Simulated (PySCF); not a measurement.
## Bond length, frequency and bond energy of HgP by level of theory

State: ⁴Σ⁻ (quartet), unpaired electrons σ ↑, π ↑↑. Set-up: PySCF, scalar-relativistic core potentials, basis sets Hg def2-TZVPP with ECP60, P def2-TZVPP. De refers to Hg + P in their high-spin ground configurations, without counterpoise correction. The functionals are run spin-unrestricted. A positive dipole means Hg(−)P(+). Levels whose curve was spin-contaminated or gave no clean fit are not listed.

```csv
Level,Re (Å),ωe (cm⁻¹),De (eV),μ (D),"CPU s a point (SCF and correlation, without the integrals)"
PBE,2.787,108,0.160,-0.27,1.2
PBEsol,2.663,144,0.293,-0.22,0.73
r²SCAN,2.706,124,0.168,-0.35,1.5
TPSSh,2.828,91.8,0.098,-0.39,2.1
PBE0,2.801,93.1,0.100,-0.32,2.5
r²SCAN0,2.730,107,0.109,-0.36,2.2
M06-2X,3.020,44.0,0.146,-0.28,2.3
LC-ωPBE,2.665,112,0.043,-0.49,2.2
```

The bond length runs from 2.663 Å (PBEsol) to 3.020 Å (M06-2X). De spans 0.04 eV (LC-ωPBE, range-separated hybrid) to 0.29 eV (PBEsol, GGA).

The bond is weak. Basis-set superposition, not corrected here, can be much of De in a small basis, most of all at correlated wavefunction levels. Functionals without a dispersion term scatter widely for such bonds, and LDA overbinds them. Spin–orbit coupling is left out, which matters for elements this heavy, above all for dissociation energies. The state was picked by a PBE0 search and need not be the measured ground state.

The whole job (state search and all levels along the bond) took about 13 min on 2 threads of Intel Xeon Platinum 8488C (shared host), peak memory 4.7 GiB.
